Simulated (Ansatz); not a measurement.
The same molecule with X = F, Cl, Br. Ansatz, PBE0-D4/def2-TZVP geometries, multiplicity 1. Each molecule was computed in one conformer, which needn't be the lowest.

Scalar relativity is left out up to krypton.

```
 X         molecule  mean X–B bond length / Å  size of the dipole moment (ωB97M-V/def2-TZVPP) / D  HOMO–LUMO gap (PBE0/def2-TZVPP) / eV  size of the dipole moment (B3LYP/def2-TZVPP) / D
 F   `OB(F)O[SiH3]`                     1.334                                                1.28                                  9.25                                              1.29
Br  `OB(Br)O[SiH3]`                     1.961                                                0.31                                  8.56                                              0.32
```

Give the row for X = Cl, `OB(Cl)O[SiH3]`. (An estimate is asked.)

The calculation gave: 
```csv
X,molecule,mean X–B bond length / Å,size of the dipole moment (ωB97M-V/def2-TZVPP) / D,HOMO–LUMO gap (PBE0/def2-TZVPP) / eV,size of the dipole moment (B3LYP/def2-TZVPP) / D
Cl,`OB(Cl)O[SiH3]`,1.775,1.32,9.12,1.32
```

From F to Br the mean X–B bond length rises at each step, by 0.627 Å in all; the HOMO–LUMO gap (PBE0/def2-TZVPP) falls at each step, by 0.69 eV in all. Bonds lengthen as the atom grows down the group. Dipoles are sizes alone, and their direction can turn along the series.

B3LYP here is the variant with VWN-RPA as its local correlation; programs differ in this.

Spin–orbit coupling is left out; it splits and shifts lone-pair levels of the heavy atoms by tenths of an eV.
